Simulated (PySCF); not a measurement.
A calculated (PBE, PySCF 2.14, jorge-DZP-DKH, the spin-free X2C one-electron Hamiltonian (Gaussian nucleus)) atom or ion has these occupied shells.

```json
{"shell": "1s α", "electrons": "1", "orbital energy (eV)": "-288.39", "rms radius, mean of both spins (bohr)": "0.314"}
{"shell": "1s β", "electrons": "1", "orbital energy (eV)": "-287.96", "rms radius, mean of both spins (bohr)": "0.314"}
{"shell": "2s α", "electrons": "1", "orbital energy (eV)": "-26.235", "rms radius, mean of both spins (bohr)": "1.62"}
{"shell": "2s β", "electrons": "1", "orbital energy (eV)": "-24.762", "rms radius, mean of both spins (bohr)": "1.62"}
{"shell": "2p α", "electrons": "1", "orbital energy (eV)": "-17.978", "rms radius, mean of both spins (bohr)": "1.65"}
```

Q: Name the element and its charge.

A: C⁺ (carbon, charge +1), in [He] 2s2 2p1, 2P determinant.
